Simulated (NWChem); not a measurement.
Molecule: C$_{4}$H$_{6}$O; SMILES C=C1CCO1

```xyz
11

C      0.0349    -1.9002     0.0000
C     -0.0210    -0.5722     0.0000
C     -1.0827     0.5084     0.0000
C      0.1333     1.4602     0.0000
O      1.0418     0.3216     0.0000
H     -0.8776    -2.4853     0.0000
H      0.9860    -2.4216     0.0000
H     -1.7145     0.5482     0.8921
H     -1.7145     0.5482    -0.8921
H      0.2685     2.0733     0.8966
H      0.2685     2.0733    -0.8966
```
Atoms are numbered in this order, from 1.

Program: NWChem. Pople sets run with spherical d functions. All runs use the structure optimised with B3LYP/6-31G* (spherical d). Level: B3LYP/6-31G* with SMD (1 M gas to 1 M solution), gas-phase geometry.

For solvent water:

* **solvation free energy (kcal/mol)**: -2.4
* **cavity-dispersion-structure term (kcal/mol)**: 3.3
* **dipole in solution (D)**: 3.02

**Question.** What are these values for solvent toluene?

**Answer.** 
- solvation free energy (kcal/mol) = -3.9
- cavity-dispersion-structure term (kcal/mol) = -1.6
- dipole in solution (D) = 2.57
